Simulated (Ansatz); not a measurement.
H10Si4, triplet, at the geometry of the source list (a higher spin typed on purpose: for a closed-shell molecule this is an excited state); BHLYP/STO-3G (Ansatz, a first-principles code).

Here is a job for Ansatz.
Ansatz 0.2 input:
```yaml
crystal:
  periodic: [false, false, false]
  atoms:
    - {symbol: Si, position_ang: [2.09880000, -0.87300000, 0.89290000]}
    - {symbol: Si, position_ang: [1.09490000, 1.11200000, 0.25760000]}
    - {symbol: Si, position_ang: [-0.71730000, 0.79770000, -1.16240000]}
    - {symbol: Si, position_ang: [-2.37460000, -0.52120000, -0.23230000]}
    - {symbol: H, position_ang: [3.28050000, -0.73640000, 1.74650000]}
    - {symbol: H, position_ang: [1.15460000, -1.72180000, 1.62540000]}
    - {symbol: H, position_ang: [2.52530000, -1.64310000, -0.27930000]}
    - {symbol: H, position_ang: [2.09350000, 2.03230000, -0.31060000]}
    - {symbol: H, position_ang: [0.63210000, 1.83500000, 1.45550000]}
    - {symbol: H, position_ang: [-0.23430000, 0.17600000, -2.40820000]}
    - {symbol: H, position_ang: [-1.28150000, 2.07290000, -1.63420000]}
    - {symbol: H, position_ang: [-2.84200000, 0.04230000, 1.03770000]}
    - {symbol: H, position_ang: [-3.56690000, -0.71180000, -1.06040000]}
    - {symbol: H, position_ang: [-1.86320000, -1.86090000, 0.07180000]}
basis:
  gaussian:
    orbitals: STO-3G
hamiltonian:
  xc: {name: BHLYP}
magnetization: {spin_polarized: true, initial_magnetization: 2}
accuracy: high
```

**Question.** Write the output that Ansatz gives for this input, abridged.

**Answer.** 
```
Functional definition: BHLYP
935 factors; integrals over basis functions are off by at most 3.0e-9 eV
mean field evaluation 1: about -31298.2583 eV, gradient 1.3e1 eV
mean field evaluation 2: about -31299.6383 eV, gradient 6.2e0 eV
mean field evaluation 4: about -31300.0667 eV, gradient 7.5e-1 eV
mean field evaluation 8: about -31300.0705 eV, gradient 5.3e-2 eV
mean field evaluation 16: about -31300.0708 eV, gradient 5.4e-5 eV
mean field evaluation 32: about -31300.0540 eV, gradient 6.4e-1 eV
mean field -31300.07077898 eV, -1150.2563851776 hartree, gradient 7.4e-8 eV, S^2 2.002154; 2 other end points of the search recorded, 0 dependent functions left out
reference -31300.07080829 eV, -1150.2563862545 hartree; 34, 32 occupied and 12, 14 virtual orbitals, 935 factors
Total energy: -31300.07080829 eV, -1150.2563862545 hartree
```
